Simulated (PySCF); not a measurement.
# How methods differ on the excitation energy of Yb²⁺

Yb²⁺ [Xe] 4f14 (1S) → Yb²⁺ [Xe] 4f13 5d1 (high-spin determinant), as a difference of total energies. Calculation: PySCF 2.14, in ANO-RCC-VTZP; scalar relativity by spin-free X2C-1e. Correlated levels: valence: [Kr] 4d10 frozen; valence and next inner shell: [Ar] 3d10 frozen. The calculations carry no spin-orbit coupling.

```json
{"method": "UHF", "excitation energy (eV)": "2.295"}
{"method": "PBE0", "excitation energy (eV)": "5.663"}
{"method": "r2SCAN", "excitation energy (eV)": "5.747"}
{"method": "MP2 (valence)", "excitation energy (eV)": "7.676"}
{"method": "SCS-MP2 (valence)", "excitation energy (eV)": "6.945"}
{"method": "MP2 (valence and next inner shell)", "excitation energy (eV)": "8.411"}
{"method": "SCS-MP2 (valence and next inner shell)", "excitation energy (eV)": "7.532"}
```

Estimate what LDA gives.

7.177 eV, closest to SCS-MP2 (valence) among the rows shown.

Estimate what PBE gives.

6.608 eV, closest to SCS-MP2 (valence) among the rows shown.

A first-order spin-orbit estimate (lowest level to lowest level, LS coupling) adds -0.423 eV.

The determinant of the upper state mixes LS terms, which raises its energy above the lowest term, most at the Hartree-Fock and MP2 levels.
